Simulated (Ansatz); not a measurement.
Program: Ansatz. Geometries: PBE0-D4/def2-TZVP. ΔE: electronic, gas phase. CBS: MP2 limit from def2 TZ/QZ plus the TZ coupled-cluster correction, frozen cores. Functionals use def2-TZVPP. B3LYP here is the variant with VWN-RPA as its local correlation; programs differ in this. Each species was taken in one conformer, which may not be the lowest.

Reaction (ligand exchange at a B–C bond): `BC1(F)C=C1` + `CCCO` → `BOCCC` + `FC1C=C1`

| level | ΔE (eV) |
| --- | --- |
| PBE0-D4 | -1.39 |
| B3LYP-D4 | -1.44 |
| B3LYP | -1.45 |
| SCS-MP2/def2-TZVPP | -1.45 |
| CCSD/def2-TZVPP | -1.44 |
| HF/def2-QZVPP | -1.49 |
| MP2/def2-QZVPP | -1.42 |
| CCSD/CBS(def2) | -1.41 |

What does CCSD(T)/CBS give? (Best estimate.)

The calculation gave: -1.41 eV. The listed levels differ from it by 0.02, -0.03, -0.04, -0.04, -0.03, -0.08, -0.01, 0.00 eV.

Largest T1 diagnostic among the species: 0.012.

In def2-TZVPP, CCSD(T) changes the Hartree–Fock value by +0.05 eV (the triples alone add +0.00 eV) and MP2 by +0.05 eV.
